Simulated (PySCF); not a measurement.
Xe (xenon, neutral) across methods

[Kr] 4d10 5s1 5p6 6p1, high-spin 3P determinant (an excited configuration). Calculation: PySCF 2.14, in aug-cc-pVQZ-PP with ECP28MDF; a scalar-relativistic core potential.

```csv
method,E (hartree),mean ε 5p α (eV),mean ε 5p β (eV),mean ε 6p α (eV),Σ⟨r²⟩ (bohr²),⟨S²⟩
PBE0,-328.5432,-15.170,-13.920,-1.587,101.4,2.002
PBE,-328.5389,-13.675,-12.938,-1.318,101.1,2.001
UHF,-327.40757,-18.714,-15.629,-2.097,103.3,2.013
B97-3,-328.5909,-15.219,-13.927,-1.518,101.8,2.004
TPSS,-328.4297,-13.869,-13.067,-1.272,102.1,2.001
BLYP,-328.5024,-13.419,-12.759,-1.128,100.9,2.001
LDA,-328.1022,-13.737,-13.089,-1.243,99.66,2.001
M06-2X,-328.4410,-16.584,-14.740,-1.719,99.39,2.013
```

(1) Estimate the same row for r2SCAN.

Energies and moments cover only the electrons outside the core potential. The outer electron is Rydberg-like, and this basis confines it to a smaller radius and binds it less than a complete one would.

## Answers

(1) E (hartree) = -328.6565; mean ε 5p α (eV) = -14.197; mean ε 5p β (eV) = -13.205; mean ε 6p α (eV) = -1.254; Σ⟨r²⟩ (bohr²) = 101.2; ⟨S²⟩ = 2.004.
